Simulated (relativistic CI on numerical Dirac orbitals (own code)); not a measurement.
## Hyperfine structure of Pb LXXVIII, mass number 207

Computed by Dirac-Coulomb-Breit CI, separate exchange-only KLI orbitals for each configuration, model QED (radiative potential, 1s self-energy scaled to tabulated hydrogen-like ionisation energies), unscaled Slater integrals (own radial code, finite nucleus).

Configurations in the expansion (outside the closed core 1s2): 2s2 2p, 2s 2p2, 2p3, 2p2 3s, 2s2 3s, 2p2 3p, 2s2 3p, 2p2 3d, 2s2 3d, 2s 2p 3s, 2s 2p 3p, 2s 2p 3d, 2s2 4s, 2s2 4p, 2s2 4d, 2s2 4f. Levels of other configurations are missing.

Nuclear spin I = 1/2, μ = 0.5906 μN (tables of Stone and Pyykkö). The electronic factors are computed for point nuclear moments, without core polarisation or the Bohr-Weisskopf and QED corrections.

```tsv
Level	E (10³ cm⁻¹)	A (GHz)
2s2 2p 2P°_1/2	0.0	15340
2s2 2p 2P°_3/2	18994.9	1437
2s 2p2 4P_3/2	20867.2	10850
2s 2p2 2D_5/2	21213.4	13250
2s 2p2 2P_1/2	21909.7	-18150
2s 2p2 2D_3/2	21922.4	-128.4
2s 2p2 4P_5/2	40007.9	10510
2s 2p2 2S_1/2	41033.7	46750
```

Levels with J = 0, under 50 % of one LS term, or S terms without an open s electron are left out. Small factors come from cancelling terms and can be off by tens of per cent or more.

At this charge energies of transitions that change n are usually good to better than 1 %, and those within a shell (Δn = 0) to a few per cent.

**Question.** Give the hyperfine levels of 2s2 2p 2P°_1/2 relative to its centre of gravity.

**Answer.** With K = F(F + 1) − I(I + 1) − J(J + 1), E = AK/2: F = 0: -11500, F = 1: 3835 GHz.

LS names give the leading component of a level, which can be under half, so a name can repeat, a term be missing and a line seem to break the LS rules.
